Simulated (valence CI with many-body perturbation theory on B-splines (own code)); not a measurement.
Values are calculated unless marked as measured or tabulated.
# A CI+MBPT run for Eu XLII

The program does CI of the valence electrons with many-body perturbation theory for a frozen closed Dirac-Fock core.

Command, and the settings that its task file holds:

```sh
python run_cv.py task.json out
```

```
atom Eu  Z=63  mass_number=153  rms_radius_fm=5.1115
core [Ar]
valence 3d4
avg = 1
basis = S
breit = 1
cap = 10000
capref = 1200
cscale = 1
de = 0.0
dress = 0
eps = 2e-08
extrap = 1
h = 0.27
hh = 1
l2 = 3
lcore = 6
maxit = 60
n2 = 5
natural = 1
nlev = 21
nno = [3, 3, 3, 3, 1]
nroot = 26
ns = 4
nsp = [3, 3, 2, 2, 0]
pt2 = 1
qed = 1
rpa = 1
s1 = 1
s2 = 1
s3 = 1
screen = 0
tol = 2e-05
whole = 1
```

Log. The first blocks belong to the next ion, which gives the ionisation energy. Fields: 2J, parity (1 odd), roots, reference size, generating configurations, candidates as configurations/state functions, variational space P, stored matrix elements, Davidson steps; e2 is the range of second-order energies in hartree. The first line gives the box (bohr), its intervals, the orbitals and the steps of their self-consistent field. Window is the range of levels sought, series limit the energy at which the first omitted orbital would enter, core excitation an estimate of the first excitation out of the core, left out the lowest levels not solved, and shifts from estimates the range by which levels moved from their first estimate, all in cm⁻¹.

```
rmax 2.7 intervals 57 orbitals 40 references ['3d4', '3d3 4s', '3d3 4p'] scf 4 t 0.7
2J=3 par=0 roots 2 ref 27 generators 4 cand 795/1922 P 413/999 nnz 0 it 0
2J=3 par=0 roots 2 ref 27 generators 4 cand 398/950 P 708/1762 nnz 0 it 4
   second order: generators 6 cand 485/1048 e2 -0.00000 -0.00000
2J=5 par=0 roots 2 ref 29 generators 3 cand 802/2238 P 311/998 nnz 0 it 0
2J=5 par=0 roots 2 ref 29 generators 3 cand 506/1269 P 714/2048 nnz 0 it 5
   second order: generators 5 cand 852/2279 e2 -0.00001 -0.00000
reference levels 556, estimated 33, window 829692 1/cm; series limit 17105580, core excitation 1942350
2J=0 par=0 roots 4 ref 17 generators 4 cand 188/305 P 1072/1945 nnz 0 it 3
2J=0 par=0 roots 4 ref 17 generators 4 cand 86/123 P 1119/2026 nnz 0 it 3
   second order: generators 8 cand 2231/5231 e2 -0.00002 -0.00001
2J=2 par=0 roots 4 ref 36 generators 3 cand 724/2871 P 718/3549 nnz 3.1e+06 it 4
2J=2 par=0 roots 4 ref 36 generators 3 cand 484/1857 P 1103/5153 nnz 6e+06 it 4
   second order: generators 6 cand 1623/10816 e2 -0.00001 -0.00001
2J=8 par=0 roots 6 ref 42 generators 4 cand 884/5044 P 446/3553 nnz 3.2e+06 it 4
2J=8 par=0 roots 6 ref 42 generators 4 cand 737/4029 P 1154/7476 nnz 1.3e+07 it 6
   second order: generators 8 cand 1540/15198 e2 -0.00001 -0.00001
2J=4 par=0 roots 6 ref 51 generators 4 cand 908/5225 P 489/3547 nnz 3.1e+06 it 5
2J=4 par=0 roots 6 ref 51 generators 4 cand 745/4220 P 1193/7585 nnz 1.3e+07 it 8
   second order: generators 8 cand 1565/15135 e2 -0.00001 -0.00001
2J=6 par=0 roots 5 ref 49 generators 3 cand 919/5715 P 413/3544 nnz 3.4e+06 it 4
2J=6 par=0 roots 5 ref 49 generators 3 cand 791/4714 P 1105/7954 nnz 1.5e+07 it 5
   second order: generators 6 cand 1623/16683 e2 -0.00001 -0.00001
2J=10 par=0 roots 2 ref 25 generators 2 cand 742/3304 P 525/3532 nnz 3.4e+06 it 4
2J=10 par=0 roots 2 ref 25 generators 2 cand 558/2296 P 897/5474 nnz 7.5e+06 it 4
   second order: generators 3 cand 952/7646 e2 -0.00001 -0.00000
2J=12 par=0 roots 2 ref 14 generators 2 cand 439/1487 P 797/3515 nnz 3.2e+06 it 4
2J=12 par=0 roots 2 ref 14 generators 2 cand 138/485 P 896/3901 nnz 3.9e+06 it 4
   second order: generators 3 cand 763/5372 e2 -0.00000 -0.00000
left out: unestimated 1359749, estimated 990233, shifts from estimates 0 to 51
```

Question: What became of the run, and why?

Answer: It gave no result: the setting left no core shell for the response of the core. The program said: "need at least one array to concatenate".
